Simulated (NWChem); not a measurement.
System: boron oxyfluoride (BOF); SMILES O=BF

The following NWChem deck was run.

```
start job
memory heap 200 mb stack 700 mb global 900 mb
geometry units angstroms noautosym nocenter noautoz
  F      0.000000     0.000000    -1.208022
  B      0.000000     0.000000     0.086221
  O      0.000000     0.000000     1.305167
end
basis spherical
  * library sto-3g
end
dft
  xc b3lyp
  iterations 150
end
property
  response 1 0.0773
end
task dft property
```

NWChem printed, in part:

```
             Northwest Computational Chemistry Package (NWChem) 7.3.0
             --------------------------------------------------------

                             Geometry "geometry" -> ""
                             -------------------------

 Output coordinates in angstroms (scale by  1.889725989 to convert to a.u.)

  No.       Tag          Charge          X              Y              Z
 ---- ---------------- ---------- -------------- -------------- --------------
    1 F                    9.0000     0.00000000     0.00000000    -1.20802200
    2 B                    5.0000     0.00000000     0.00000000     0.08622100
    3 O                    8.0000     0.00000000     0.00000000     1.30516700

 Effective nuclear repulsion energy (a.u.)      50.9245549350

                              NWChem Property Module
                              ----------------------

                                 NWChem DFT Module
                                 -----------------

 Summary of "ao basis" -> "ao basis" (spherical)
 ------------------------------------------------------------------------------
       Tag                 Description            Shells   Functions and Types
 ---------------- ------------------------------  ------  ---------------------
 F                           sto-3g                  3        5   2s1p
 B                           sto-3g                  3        5   2s1p
 O                           sto-3g                  3        5   2s1p

            General Information
            -------------------
          SCF calculation type: DFT
          Wavefunction type:  closed shell.
          No. of atoms     :     3
          No. of electrons :    22
           Alpha electrons :    11
            Beta electrons :    11
          Charge           :     0
          Spin multiplicity:     1
          Use of symmetry is: off; symmetry adaption is: off
          Maximum number of iterations: 150
          AO basis - number of functions:    15
                     number of shells:     9
          Convergence on energy requested:  1.00D-06
          Convergence on density requested:  1.00D-05
          Convergence on gradient requested:  5.00D-04

              XC Information
              --------------
                         B3LYP Method XC Potential
                     Hartree-Fock (Exact) Exchange  0.200
                        Slater Exchange Functional  0.800 local
                    Becke 1988 Exchange Functional  0.720 non-local
              Lee-Yang-Parr Correlation Functional  0.810
                  VWN I RPA Correlation Functional  0.190 local

             Grid Information
             ----------------
          Grid used for XC integration:  medium
          Radial quadrature: Mura-Knowles
          Angular quadrature: Lebedev.
          Tag              B.-S. Rad. Rad. Pts. Rad. Cut. Ang. Pts.
          ---              ---------- --------- --------- ---------
          F                   0.50       49           6.0       434
          B                   0.85       49           5.0       434
          O                   0.60       49           6.0       434
          Grid pruning is: on
          Number of quadrature shells:   147
          Spatial weights used:  Erf1

      Superposition of Atomic Density Guess
      -------------------------------------

 Sum of atomic energies:        -195.93700803

      Non-variational initial energy
      ------------------------------

 Total energy =    -196.186584
 1-e energy   =    -375.559521
 2-e energy   =     128.448382
 HOMO         =      -0.306138
 LUMO         =       0.338504

   convergence    iter        energy       DeltaE   RMS-Dens  Diis-err
 ---------------- ----- ----------------- --------- --------- ---------
 d= 0,ls=0.0,diis     1   -196.9692400186 -2.48D+02  1.86D-01  1.11D+00
 d= 0,ls=0.0,diis     2   -195.9140799967  1.06D+00  1.40D-01  9.77D+00
 d= 0,ls=0.0,diis     3   -197.1498566438 -1.24D+00  3.16D-02  2.52D-01
 d= 0,ls=0.0,diis     4   -197.1835458087 -3.37D-02  7.75D-03  2.36D-02
 d= 0,ls=0.0,diis     5   -197.1869453941 -3.40D-03  5.64D-04  7.49D-05
  Resetting Diis
 d= 0,ls=0.0,diis     6   -197.1869564139 -1.10D-05  2.24D-05  8.11D-08
 d= 0,ls=0.0,diis     7   -197.1869564300 -1.61D-08  2.66D-06  4.00D-10

         Total DFT energy =     -197.186956430027
      One electron energy =     -374.799968820234
           Coulomb energy =      149.933222670662
    Exchange-Corr. energy =      -23.244765215411
 Nuclear repulsion energy =       50.924554934956

 Numeric. integr. density =       21.999999375178

                       DFT Final Molecular Orbital Analysis
                       ------------------------------------

 Vector    9  Occ=2.000000D+00  E=-2.922435D-01
              MO Center= -1.3D-11,  1.4D-11,  1.3D+00, r^2= 7.2D-01
   Bfn.  Coefficient  Atom+Function         Bfn.  Coefficient  Atom+Function
  ----- ------------  ---------------      ----- ------------  ---------------
    15      0.741703  3 O  pz                12      0.566866  3 O  s
     7     -0.315185  2 B  s                 10     -0.251048  2 B  pz
     5      0.152756  1 F  pz                 6      0.124451  2 B  s
    11     -0.110718  3 O  s                  2     -0.028400  1 F  s

 Vector   10  Occ=2.000000D+00  E=-2.237075D-01
              MO Center=  4.2D-11, -4.4D-11,  5.9D-01, r^2= 1.6D+00
   Bfn.  Coefficient  Atom+Function         Bfn.  Coefficient  Atom+Function
  ----- ------------  ---------------      ----- ------------  ---------------
    14     -0.558535  3 O  py                13      0.528670  3 O  px
     4      0.373945  1 F  py                 3     -0.353950  1 F  px
     9     -0.215414  2 B  py                 8      0.203895  2 B  px

 Vector   11  Occ=2.000000D+00  E=-2.237075D-01
              MO Center= -1.3D-12, -1.3D-12,  5.9D-01, r^2= 1.6D+00
   Bfn.  Coefficient  Atom+Function         Bfn.  Coefficient  Atom+Function
  ----- ------------  ---------------      ----- ------------  ---------------
    13      0.558535  3 O  px                14      0.528670  3 O  py
     3     -0.373945  1 F  px                 4     -0.353950  1 F  py
     8      0.215414  2 B  px                 9      0.203895  2 B  py

 Vector   12  Occ=0.000000D+00  E= 1.918206D-01
              MO Center=  2.8D-12,  2.4D-12,  2.9D-01, r^2= 1.2D+00
   Bfn.  Coefficient  Atom+Function         Bfn.  Coefficient  Atom+Function
  ----- ------------  ---------------      ----- ------------  ---------------
     8      0.696269  2 B  px                 9      0.588959  2 B  py
    13     -0.487580  3 O  px                14     -0.412434  3 O  py
     3     -0.291051  1 F  px                 4     -0.246194  1 F  py

 Vector   13  Occ=0.000000D+00  E= 1.918206D-01
              MO Center= -2.1D-11,  2.4D-11,  2.9D-01, r^2= 1.2D+00
   Bfn.  Coefficient  Atom+Function         Bfn.  Coefficient  Atom+Function
  ----- ------------  ---------------      ----- ------------  ---------------
     9      0.696269  2 B  py                 8     -0.588959  2 B  px
    14     -0.487580  3 O  py                13      0.412434  3 O  px
     4     -0.291051  1 F  py                 3      0.246194  1 F  px

 Vector   14  Occ=0.000000D+00  E= 2.412641D-01
              MO Center=  1.5D-11, -2.4D-11, -9.3D-02, r^2= 1.3D+00
   Bfn.  Coefficient  Atom+Function         Bfn.  Coefficient  Atom+Function
  ----- ------------  ---------------      ----- ------------  ---------------
     7      1.184663  2 B  s                  5     -0.606160  1 F  pz
    15      0.520123  3 O  pz                 2     -0.477362  1 F  s
    12     -0.386662  3 O  s                  6     -0.238152  2 B  s
    10     -0.184087  2 B  pz                 1      0.073782  1 F  s
    11      0.059792  3 O  s

     Multipole analysis of the density
     ---------------------------------

     L   x y z        total         alpha         beta         nuclear
     -   - - -        -----         -----         ----         -------
     0   0 0 0     -0.000000    -11.000000    -11.000000     22.000000

     1   1 0 0     -0.000000     -0.000000     -0.000000      0.000000
     1   0 1 0      0.000000      0.000000      0.000000      0.000000
     1   0 0 1     -0.606117     -0.303288     -0.303288      0.000459

     2   2 0 0     -9.233782     -4.616891     -4.616891      0.000000
     2   1 1 0     -0.000000     -0.000000     -0.000000      0.000000
     2   1 0 1     -0.000000     -0.000000     -0.000000      0.000000
     2   0 2 0     -9.233782     -4.616891     -4.616891      0.000000
     2   0 1 1      0.000000      0.000000      0.000000      0.000000
     2   0 0 2    -12.038917    -53.869420    -53.869420     95.699924

 *** CALLING NEW AORESP DRIVER FOR CLOSED AND OPEN SHELLS ***
 Entering AOResponse driver routine

--------------------------------------------------------------------------------

          -----------------------------------------------
          Solving response equations for perturbing field
          -----------------------------------------------

 number of frequencies:     1
 frequency in a.u.:  0.7730000E-01
 Perturbing field: electric
 Using El. Dipole Length Gauge

 Setting up CPKS with frequency omega =      0.07730000 a.u.

[...]

 DFT Linear Response polarizability / au
 Frequency  =       0.0773000 / au
 Wavelength =     589.4353558 / nm
              X              Y              Z
 -----------------------------------------------
 X       3.3283475     -0.0000000      0.0000000
 Y      -0.0000000      3.3283475      0.0000000
 Z      -0.0000000      0.0000000     12.6400044
 -----------------------------------------------
 Eigenvalues =       3.3283475      3.3283475     12.6400044
 Isotropic   =       6.4322331
 Anisotropic =       9.3116569
 -----------------------------------------------

 Magnetic Dipole Response Matrix (nonzero elements):

 Exiting AOResponse driver routine
```

Level: B3LYP/STO-3G. STO-3G and 3-21G are far too small for this property and stand as cheap habits. Structure relaxed at the PBE-D3(BJ)/def2-SVP level.
